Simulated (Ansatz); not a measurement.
SiW2⁻. Total charge -1; doublet. Geometry PBE0-D4/def2-TZVP, that of the neutral singlet; atoms count from 1.

```xyz
3

W     0.793   -0.970   -0.172
W    -0.439    0.017    1.186
Si   -0.355    0.953   -1.014
```

In the def2 sets W takes a core potential; there is no spin–orbit coupling. The highest occupied level of the charge -1 doublet lies above zero (up to 0.22 eV). Its loss leaves the charge 0 singlet, which lies 1.15 eV higher (vertical, at PBE0-D4/def2-TZVPD), but this difference is unsure: the singlet is doubtful (at the level of its geometry, restricted singlet, unstable towards broken spin symmetry). The structure comes from a short search, and lower isomers may exist.

Estimate the Mulliken populations from the PBE0/def2-TZVPD orbitals of Ansatz.


| atom | charge (e) | spin (α − β) | d electrons |
| --- | --- | --- | --- |
| W1 | -0.34 | 0.90 | 4.63 |
| W2 | -0.28 | 0.04 | 4.61 |
| Si3 | -0.38 | 0.06 | – |
Mulliken values and Mayer orders depend strongly on the basis. With diffuse functions, as here, like atoms can get unlike values, and bond orders can come out too low or too high.

Where does the spin sit?

Summed by element: W 0.94, Si 0.06, of 1 unpaired in all. Largest on single atoms: W1 0.90, Si3 0.06, W2 0.04.

And the Mayer bond orders between bonded heavy atoms (over 0.3)?

W1–W2 4.89 (2.08 Å); W1–Si3 1.42 (2.39 Å); W2–Si3 1.37 (2.39 Å).
